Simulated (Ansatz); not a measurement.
```yaml
atoms:
  - { symbol: N, position_ang: [0.0000, 0.0000, 0.0000] }
  - { symbol: O, position_ang: [0.0000, 1.1000, 0.4700] }
  - { symbol: O, position_ang: [0.0000, -1.1000, 0.4700] }
```

Basis set: pcseg-2 (spherical functions). Charge 0, multiplicity 2.

Computed with Ansatz (development build ahead of 0.2.0); each method stands on the lowest determinant of its kind that the runs found. Restricted functionals stand beside restricted open-shell atoms, which can lie above the unrestricted atoms usual in DFT and then raise those values.

**Question.** Give the atomization energy at this shape (free ground-state atoms in the same class of orbitals less the molecule, no zero-point energy) of doublet NO₂ by PBE0 (restricted open-shell), ROHF.

**Answer.**

| method | atomization energy |
| --- | --- |
| PBE0 (restricted open-shell) | 10.25 eV |
| ROHF | 2.52 eV |

The shape needn't be a minimum at these levels.
